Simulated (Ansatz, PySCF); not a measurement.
Species: NCO, charge 0, doublet. NCO (SMILES [N]=C=O, doublet).
B3LYP-D3(BJ)/def2-TZVP minimum from Ansatz (a first-principles code):
```
C
O 1 1.1754
N 1 1.2216 2 180.00
```
Charge 0, spin multiplicity 2.

Total energies in hartree (Ansatz). Radicals and triplets start from unrestricted determinants; spin-orbit coupling is neglected. Correlated methods leave the cores frozen. No relativity. The UHF reference of CNO ([N]=C=O, doublet) is spin-contaminated (<S^2> up to 0.10 over the pure value in the sets run).

```tsv
species	HF/cc-pVTZ	CCSD(T)/cc-pVTZ	HF/cc-pVQZ	CCSD(T)/cc-pVQZ	CCSDT(Q)/cc-pVTZ
1: NCO (SMILES [N]=C=O, doublet)	-167.19057	-167.75065	-167.20264	-167.79891	-167.75362
2: N (quartet)	-54.40069	-54.51471	-54.40372	-54.52482	-54.51507
3: C (triplet)	-37.69157	-37.78076	-37.69331	-37.78654	-37.78126
4: O (triplet)	-74.81176	-74.97396	-74.81729	-74.99357	-74.97430
```

Problem. Work out the enthalpy of formation at 298 K (by atomisation, with ideal-gas terms from PySCF's Hessian at B3LYP-D3(BJ)/def2-TZVP and the atoms' measured values of the G2/97 table; no spin-orbit terms) in kJ/mol: take Hartree-Fock from cc-pVQZ, extrapolate the CCSD(T) correlation energy as X^-3 (X = 3, 4), and add CCSDT(Q) - CCSD(T) in cc-pVTZ. The further terms named in the bracket sum to +0.55421 hartree. 1 hartree = 2625.5 kJ/mol.

Solution. 
Species 1: correlation (64·(-0.59627) - 27·(-0.56008))/37 = -0.62268; step -0.00297; E1 = -167.20264 + (-0.62268) + (-0.00297) = -167.82829
Species 2: correlation (64·(-0.12110) - 27·(-0.11402))/37 = -0.12627; step -0.00036; E2 = -54.40372 + (-0.12627) + (-0.00036) = -54.53035
Species 3: correlation (64·(-0.09323) - 27·(-0.08919))/37 = -0.09618; step -0.00050; E3 = -37.69331 + (-0.09618) + (-0.00050) = -37.78999
Species 4: correlation (64·(-0.17628) - 27·(-0.16220))/37 = -0.18655; step -0.00034; E4 = -74.81729 + (-0.18655) + (-0.00034) = -75.00418
+1·E1 -1·E2 -1·E3 -1·E4 +0.55421 = 0.05044 hartree = 132.4 kJ/mol. Measured: 30.4 kcal/mol, 127.4 kJ/mol (Active Thermochemical Tables 1.112 (ions: stationary electron), as tabulated in the package chemicals); atomic spin-orbit terms, which the calculations lack, would raise the computed values. The composite differs from it by +5.1 kJ/mol; core, relativistic and spin-orbit terms are not in it.
